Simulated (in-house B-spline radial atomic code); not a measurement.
A fraction x of an electron is removed from 1s in the helium ion He⁺, starting from 1s1 and keeping the highest spin. Method: scalar-relativistic (X2C) PW91, spin-polarised, spherical fractional occupations, Gaussian nucleus of rms radius 1.6755 fm. Calculated with a B-spline radial code for spherical atoms.

| x | E(x) - E(0) (eV) | 1s up level (eV) |
| --- | --- | --- |
| 0 | 0.0000 | -42.164 |
| 0.03 | 1.2766 | -42.941 |
| 0.2 | 8.9519 | -47.360 |
| 0.37 | 17.3782 | -51.763 |
| 0.39 | 18.4186 | -52.275 |
| 0.5 | 24.3223 | -55.051 |
| 0.57 | 28.2362 | -56.763 |
| 0.7 | 35.8121 | -59.732 |
| 0.86 | 45.6138 | -62.539 |
| 0.99 | 53.7479 | -60.588 |
